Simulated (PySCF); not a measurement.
**Spinor energies of Pm(41+) (promethium, charge +41)**

Start: [Ar] 3d2; 3d3/2 filled at m_j = +1/2, +3/2. Calculated with PySCF 2.14 in an uncontracted even-tempered set (16 s from 8.9 bohr⁻², ratio 2.8; 12 p from 12 bohr⁻², ratio 2.8; 8 d from 12 bohr⁻², ratio 2.8; 3 f from 36 bohr⁻², ratio 3): generalised Hartree-Fock with the X2C-1e Hamiltonian and a Gaussian nucleus; one run each with spin-orbit coupling (SO) switched off, then screened by Boettger's factors.

| spinor shell | electrons | ε, spin-free (eV) | ε, screened SO (eV) | weight of nominal j (screened SO) | rms radius, screened SO (bohr) |
| --- | --- | --- | --- | --- | --- |
| 1s1/2 | 2 | -47742.8 | -47734.0 | 1.000 | 0.0264 |
| 2s1/2 | 2 | -9761.9 | -9758.3 | 1.000 | 0.106 |
| 2p1/2 | 2 | -8966.1 | -9369.5 | 1.000 | 0.0909 |
| 3s1/2 | 2 | -3619.4 | -3618.3 | 1.000 | 0.262 |
| 3p1/2 | 2 | -3361.0 | -3464.5 | 0.999 | 0.251 |
| 3p3/2 | 4 | -3361.0 | -3314.6 | 0.999 | 0.263 |
| 3d3/2 | 2 | -3100.8 | -3115.6 | 0.995 | 0.226 |

Q: Where does 2p3/2 lie, and what is the 2p spin-orbit splitting (screened SO)?

A: At -8787.9 eV, 581.59 eV above 2p1/2.

```
   quantity    spin-free  screened SO
E (hartree)  -8636.40508  -8642.87689
        M_J            2            2
       ⟨J²⟩        8.001        6.034
       ⟨L²⟩       12.000       10.316
       ⟨S²⟩        2.000        1.548
```

Each row is a mean over spinors that exchange with the open shell spreads, by up to 25.934 eV (3p1/2).

Breit and QED terms are absent; they matter most for the inner s and p1/2 levels.

Densities and radii are taken from the X2C orbitals without a picture-change correction, which distorts them close to the nucleus.

Without spin-orbit coupling the j labels of p, d and f shells carry no meaning; the spin-free column gives the mean over the occupied spinors of each nl shell, and its ⟨J²⟩ belongs to a mixture of degenerate components.
